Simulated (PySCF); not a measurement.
## Osmium: a sound run and one with changed settings

Sound run: Os²⁺ [Xe] 4f14 5d6, Os³⁺ [Xe] 4f14 5d5. Calculation: PySCF 2.14, in aug-cc-pVDZ-PP with ECP60MDF (5s5p4d2f, 54 functions); a scalar-relativistic core potential. The sound run starts from symmetry-adapted Hartree-Fock orbitals and uses a fine grid where one is needed.

Changed run: initial guess 1e, at most 3 SCF cycles. This setting is unsound on purpose.

```
species  method  sound run (hartree)  changed run (hartree)  converged
   Os²⁺     UHF            -89.23793              -89.23749         no
   Os²⁺    MN15            -89.69290              -89.68839         no
   Os²⁺    TPSS            -89.83081              -89.82657         no
   Os³⁺     UHF            -88.32347              -88.32343         no
   Os³⁺    MN15            -88.69397              -88.69396         no
   Os³⁺    TPSS            -88.84683              -88.84680         no
```

The SCF was stopped early; the energies are upper bounds that still move, and correlated levels were skipped or rest on poor orbitals.
